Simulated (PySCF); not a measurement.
Isomers C₆H₈F₂O:

A. SMILES FC([C@@H]([C@@H](C=C)C)F)=O
B. `O1CC=C(C)C(F)(F)C1`
C. SMILES FC(O/C=C(/C=C)C)F
D. `C/C(=C\C(F)F)CC=O`

Spectrum 1. ¹³C{¹H} NMR (computed): δ 167.8 (C), 145.1 (CH), 125.8 (CH2), 94.4 (CH), 49.0 (CH), 19.2 (CH3).

Spectrum 2. ¹³C{¹H} NMR (computed): δ 147.9 (CH), 142.2 (CH), 128.9 (C), 125.1 (CH), 119.4 (CH2), 11.7 (CH3).

Spectrum 3. ¹³C{¹H} NMR (computed): δ 203.3 (CH), 151.0 (C), 132.6 (CH), 119.1 (CH), 59.6 (CH2), 21.5 (CH3).

Spectrum 4. ¹³C{¹H} NMR (computed): δ 139.4 (C), 137.3 (CH), 120.0 (C), 74.8 (CH2), 69.4 (CH2), 17.7 (CH3).

PySCF 2.14 calculation with shieldings: GIAO PBE0/pcSseg-1 and geometry: GFN2-xTB; no relativistic terms, one computed conformer, isolated molecule, fast rotation and ring inversion assumed for equivalent nuclei.

References, each an isolated molecule treated in the same way: ¹³C against TMS. Splittings of carbon signals by F and P are missing where no couplings were computed. Shifts are as computed. Against solution values, carbons near 30 ppm lie about +3 ppm off and those near 130 ppm about +5 ppm. Of 1211 compounds with measured shifts, 218 miss one by over three times the rms of a fit or turn the order of signals round; such compounds aren't used in these exercises.

Match each spectrum to its structure.

Answers

1–A, 2–C, 3–D, 4–B.

- Spectrum 1 (A): 6 ¹³C signals; δC 145.1 is an alkene CH; δC 125.8 is a terminal =CH2 carbon.
- Spectrum 2 (C): 6 ¹³C signals; δC 147.9 is an alkene carbon bearing oxygen; δC 142.2 is an alkene CH.
- Spectrum 3 (D): 6 ¹³C signals; δC 203.3 is an aldehyde carbonyl carbon; δC 151.0 is a fully substituted alkene carbon.
- Spectrum 4 (B): 6 ¹³C signals; δC 139.4 is a fully substituted alkene carbon; δC 137.3 is an alkene CH.
